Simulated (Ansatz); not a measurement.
One change: `C[CH2][Zn][SH]` becomes `C[CH2][Zn][NH2]`.

Ansatz, PBE0-D4/def2-TZVP geometries, multiplicity 1. Each molecule was computed in one conformer, which needn't be the lowest.

Scalar relativity is left out up to krypton.

```json
{"property": "LUMO energy (PBE0/def2-TZVPP) / eV", "`C[CH2][Zn][SH]`": "-0.44"}
{"property": "LUMO energy (PBE/def2-TZVPP) / eV", "`C[CH2][Zn][SH]`": "-1.19"}
{"property": "HOMO energy (ωB97M-V/def2-TZVPP) / eV", "`C[CH2][Zn][SH]`": "-9.29"}
{"property": "HOMO–LUMO gap (B3LYP/def2-TZVPP) / eV", "`C[CH2][Zn][SH]`": "6.13"}
{"property": "HOMO–LUMO gap (PBE0/def2-TZVPP) / eV", "`C[CH2][Zn][SH]`": "6.64"}
{"property": "LUMO energy (B3LYP/def2-TZVPP) / eV", "`C[CH2][Zn][SH]`": "-0.70"}
```

Problem. What does the change do to each property? (Best estimate.)

Solution. Ansatz gave: 
```csv
property,`C[CH2][Zn][NH2]`,shift
LUMO energy (PBE0/def2-TZVPP) / eV,0.00,0.44
LUMO energy (PBE/def2-TZVPP) / eV,-0.75,0.44
HOMO energy (ωB97M-V/def2-TZVPP) / eV,-8.94,0.35
HOMO–LUMO gap (B3LYP/def2-TZVPP) / eV,6.03,-0.10
HOMO–LUMO gap (PBE0/def2-TZVPP) / eV,6.56,-0.08
LUMO energy (B3LYP/def2-TZVPP) / eV,-0.30,0.40
```

With PBE0 the HOMO rises by 0.52 eV and the LUMO rises by 0.44 eV, so the gap narrows by about 0.08 eV. PBE moves the HOMO by 0.66 eV and ωB97M-V by 0.35 eV.

B3LYP here is the variant with VWN-RPA as its local correlation; programs differ in this.
